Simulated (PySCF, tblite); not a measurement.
Species: C2H8OSi.
SMILES with atom numbers: `[CH3:1][CH2:2][O:3][SiH3:4]` (hydrogens: H5, H6, H7 on C1; H8, H9 on C2; H10, H11, H12 on Si4)

Structure optimised with GFN2-xTB, isolated species.

(1) List the bond lengths, angles and torsions at this level.

Answers

(1) 
```tsv
bond	length (bohr)	order
C1–C2	2.875	single
C2–O3	2.641	single
O3–Si4	3.055	single
C1–H5, C1–H6, C1–H7	2.054	single
C2–H8, C2–H9	2.074	single
Si4–H10, Si4–H11	2.773	single
Si4–H12	2.745	single
```

Bonds in one row agree within 0.02 bohr and their mean is given. Orders are formal, as drawn. A selection of angles:
```tsv
angle	degrees
C2–C1–H5	110.0
H5–C1–H6	109.2
H6–C1–H7	108.5
C1–C2–O3	109.7
C1–C2–H8	110.1
O3–C2–H8	109.5
H8–C2–H9	107.8
C2–O3–Si4	130.0
O3–Si4–H10	111.5
O3–Si4–H12	99.2
H10–Si4–H11	107.4
H10–Si4–H12	113.6
```

Dihedral angles: C1–C2–O3–Si4 180° (antiperiplanar).

O3 (silyl ether oxygen) is bent (angle 130.0°). The 4 heavy atoms lie in one plane (0.000 Å rms). Si4 (oxygen-bound silicon) is distorted tetrahedral (angles from 99.2° to 113.6°).

Point group: Cs (tolerance 0.08 Å). Its GFN2-xTB frequencies are all real (lowest 41 cm⁻¹). One conformer, not necessarily the lowest.

These are computed values.
